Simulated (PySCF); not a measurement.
Ni: excitation energy

Ni [Ar] 3d8 4s2 (3F) → Ni [Ar] 3d10 (1S), as a difference of total energies. All numbers are calculated (PySCF 2.14, no relativity, point nucleus, in dyall-av2z (16s12p7d2f, 101 functions)). Correlated levels: valence: [Ar] frozen; virtual orbitals above 40 to 60 times the deepest correlated orbital energy dropped. The calculations carry no spin-orbit coupling.

| method | excitation energy (cm⁻¹) |
| --- | --- |
| UHF | 46146 |
| LDA | -1548.8 |
| PBE | 3578.6 |
| PBE0 | 12606 |
| r2SCAN | 13329 |
| MN15 | 1262.2 |
| PBEsol | 1638.5 |
| BP86 | 3860.5 |
| r2SCAN0 | 19741 |
| MP2 (valence) | -4535.7 |
| SCS-MP2 (valence) | 2538.3 |

A first-order spin-orbit estimate (lowest level to lowest level, LS coupling) adds 0.125 eV.
